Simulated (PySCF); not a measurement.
Numbering as in the mapped SMILES `[BH2:1][C@H:2]([BH:3][Cl:4])[B:5]([Cl:6])[Cl:7]`. Each H is labelled by its parent atom.

Geometry: PBE0-D3(BJ)/def2-SVP; GIAO shifts from PySCF 2.14.0 with density-fitted response routines, gas phase, non-relativistic, averaged over equivalent atoms.

At PBE0/pcSseg-1 (160 basis functions, 15 s wall time on 1 thread of an Arm Neoverse V2, shared host):
```csv
atoms,δ (ppm)
B1,79.6
B3,65.8
B5,53.3
C2,97.1
Cl4,311.9
Cl6/Cl7,290.5
H(B1),7.49
H(B3),6.96
H(C2),5.65
```

Referencing at the same level of theory: BF3·OEt2 for ¹¹B (σref 100.73); ¹³C (σref 184.41) and ¹H (σref 31.27) against TMS; ³⁵Cl (σref 943.27) against HCl.

Question: Predict the values at BHandHLYP/pcSseg-1 on the same geometry.

Answer: 
```json
{"atoms": "B1", "δ at BHandHLYP/pcSseg-1": "81.2", "change": "+1.6"}
{"atoms": "B3", "δ at BHandHLYP/pcSseg-1": "69.1", "change": "+3.3"}
{"atoms": "B5", "δ at BHandHLYP/pcSseg-1": "58.8", "change": "+5.5"}
{"atoms": "C2", "δ at BHandHLYP/pcSseg-1": "89.5", "change": "-7.6"}
{"atoms": "Cl4", "δ at BHandHLYP/pcSseg-1": "273.8", "change": "-38.1"}
{"atoms": "Cl6/Cl7", "δ at BHandHLYP/pcSseg-1": "257.1", "change": "-33.4"}
{"atoms": "H(B1)", "δ at BHandHLYP/pcSseg-1": "7.26", "change": "-0.23"}
{"atoms": "H(B3)", "δ at BHandHLYP/pcSseg-1": "6.78", "change": "-0.18"}
{"atoms": "H(C2)", "δ at BHandHLYP/pcSseg-1": "5.06", "change": "-0.59"}
```

Shifts are taken against calculated references (same method and geometry level): ¹¹B (σ = 104.59 ppm) vs BF3·OEt2; ¹³C (σ = 183.98 ppm) and ¹H (σ = 31.44 ppm) against TMS; HCl for ³⁵Cl (σ = 941.73 ppm).

The largest change is at Cl4 (chlorine bonded to B). Cost: 160 basis functions, 15 s wall time on 1 thread of an Arm Neoverse V2, shared host.

A carbon bonded to boron is broadened by the quadrupolar boron nucleus and is often missing from a measured spectrum.
